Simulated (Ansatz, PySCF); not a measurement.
Gas-phase reaction in SMILES: CC(F)(F)F + 4 [H][H] (H2) → 2 C (CH4) + 3 F (HF)
Each molecule is optimised on its own at B3LYP-D3(BJ)/def2-TZVP (Ansatz, a first-principles code).

Quantity: energy of full hydrogenation (enthalpy at 298 K, with B3LYP-D3(BJ) rigid-rotor harmonic-oscillator terms from PySCF), in kcal/mol. Cores are frozen in the correlated levels unless marked. No spin-orbit coupling. No relativistic terms. CBS marks a two-point X^-3 extrapolation of the correlation energy; Hartree-Fock from the larger set.

From measured enthalpies of formation at 298 K: -53.2 kcal/mol (CC(F)(F)F -178.0, CRC Handbook; [H][H] (H2) 0.0, ATcT 1.112; C (CH4) -17.8, ATcT 1.112; F (HF) -65.2, ATcT 1.112). It holds spin-orbit effects, which the calculations lack, and core correlation, which the frozen-core levels lack. This is an older compilation, not checked against later work.

```csv
level,program,energy of full hydrogenation (kcal/mol),error against measurement
r2SCAN-D4/def2-TZVPD,Ansatz + dftd4,-40.4,12.8
PBE0-D3(BJ)/def2-TZVP,Ansatz + dftd3,-44.1,9.1
PBE0-D3(BJ)/def2-TZVPD,Ansatz + dftd3,-48.5,4.7
BHLYP/def2-TZVPD,Ansatz,-50.0,3.2
wB97M-V/def2-TZVPD,Ansatz,-45.6,7.6
B2GP-PLYP/def2-TZVPD,Ansatz,-48.6,4.6
"CCSD(T)/CBS(cc-pVTZ,cc-pVQZ)",Ansatz,-50.9,2.3
```
